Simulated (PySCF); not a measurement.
ClH2Si, charge +1, multiplicity 1. Atoms are numbered in the order given.

```xyz
4

Si     0.0000     0.0000    -0.9647
Cl     0.0000     0.0000     0.9896
H      0.0000    -1.2911    -1.6590
H      0.0000     1.2911    -1.6590
```
Charge +1, spin multiplicity 1.

Geometry optimised at B3LYP-D3(BJ)/def2-TZVP. The multiplicity is an assumed one; other spin states were not compared. The isomer is the one that the SMILES or the coordinates give; other isomers of the formula were not compared.

The numbers are results of PBE/def2-TZVPD in PySCF, not measurements.

Symmetry labels are those of the subgroup C2v that the program uses (full group C2v).

Q: List the valence orbital energies around the gap with their symmetry. (Estimate from the structure and the level; the computed values follow.)

A: 
```
orbital  symmetry  energy (eV)
-------  --------  -----------
HOMO−7         A1      -103.29
HOMO−6         B2      -103.18
HOMO−5         A1       -28.00
HOMO−4         A1       -20.35
HOMO−3         A1       -16.88
HOMO−2         B2       -16.60
HOMO−1         B1       -15.52
HOMO           B2       -14.63
LUMO           B1       -10.46
LUMO+1         A1        -7.74
LUMO+2         A1        -6.49
LUMO+3         B2        -5.16
```
